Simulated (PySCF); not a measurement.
# Working out the excitation energy of Hf

Hf [Xe] 4f14 5d2 6s2 (3F) → Hf [Xe] 4f14 5d4 (5D). All numbers are calculated (PySCF 2.14, scalar relativity through the core potential, in aug-cc-pVDZ-PP with ECP60MDF (5s5p4d2f, 54 functions)). Frozen: 5s2 5p6. Energies in hartree (1 hartree = 27.21139 eV):

```json
{"part": "UHF", "Hf (lower)": "-47.943256", "Hf (upper)": "-47.783687"}
{"part": "MP2 opposite-spin", "Hf (lower)": "-0.034657", "Hf (upper)": "0.000000"}
{"part": "MP2 same-spin", "Hf (lower)": "-0.009504", "Hf (upper)": "-0.031052"}
```

**Question.** What does Hartree-Fock give?

**Answer.** (-47.783687) − (-47.943256) = 0.159569 hartree = 4.342 eV.

**Question.** What do MP2 and SCS-MP2 (6/5 opposite-spin, 1/3 same-spin) give?

**Answer.** The opposite-spin parts differ by 0.943 eV and the same-spin parts by -0.586 eV. MP2: 4.342 + (0.943) + (-0.586) = 4.699 eV. SCS-MP2: 4.342 + 1.2 × (0.943) + (-0.586)/3 = 5.278 eV.

A double-zeta basis recovers only part of the correlation energy.
